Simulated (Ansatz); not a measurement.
The same molecule with X = F, Cl, Br. Ansatz, PBE0-D4/def2-TZVP geometries, multiplicity 1. Each molecule was computed in one conformer, which needn't be the lowest.

Scalar relativity is left out up to krypton.

| X | molecule | mean X–Si bond length / Å | LUMO energy (B3LYP/def2-TZVPP) / eV | size of the dipole moment (B3LYP/def2-TZVPP) / D | HOMO energy (B3LYP/def2-TZVPP) / eV |
| --- | --- | --- | --- | --- | --- |
| F | `N[Si]F` | 1.622 | -1.31 | 2.38 | -6.98 |
| Cl | `N[Si]Cl` | 2.104 | -1.71 | 2.67 | -6.94 |

(1) Give the row for X = Br, `N[Si]Br`. (An estimate is asked.)

## Answers

(1) Ansatz gave: 
```
 X   molecule  mean X–Si bond length / Å  LUMO energy (B3LYP/def2-TZVPP) / eV  size of the dipole moment (B3LYP/def2-TZVPP) / D  HOMO energy (B3LYP/def2-TZVPP) / eV
Br  `N[Si]Br`                      2.280                                -1.85                                              2.86                                -6.89
```

From F to Br the mean X–Si bond length rises at each step, by 0.658 Å in all; the LUMO energy (B3LYP/def2-TZVPP) falls at each step, by 0.54 eV in all; the HOMO energy (B3LYP/def2-TZVPP) rises at each step, by 0.09 eV in all. Bonds lengthen as the atom grows down the group. Dipoles are sizes alone, and their direction can turn along the series.

B3LYP here is the variant with VWN-RPA as its local correlation; programs differ in this.

Spin–orbit coupling is left out; it splits and shifts lone-pair levels of the heavy atoms by tenths of an eV.
